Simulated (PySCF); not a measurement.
# Relaxation of doublet AsH₂

Level of theory: UPBE0 in PySCF with As def2-TZVP, H def2-TZVP; no relativity; density-fitted integrals. A (50,194) grid was used.

A hand-made bent start, of C2v symmetry, held to at least that symmetry:

Coordinates in bohr (charge 0 multiplicity 2):
```
As    0.0000    0.0000   -0.0434
H     2.3684    0.0000    1.6150
H    -2.3684    0.0000    1.6150
```

Optimiser trace:
```csv
step,E − E(last) (kJ/mol),largest gradient (Eh/bohr)
0,22.60,0.02594
1,1.12,0.00988
2,0.13,0.00291
3,0.00,0.00019
4,0.00,0.00001
```

It ends at C2v with As–H 1.526 Å (×2); H–As–H 90.7°. A frequency run shows a minimum. Other isomers or separated fragments may lie lower.
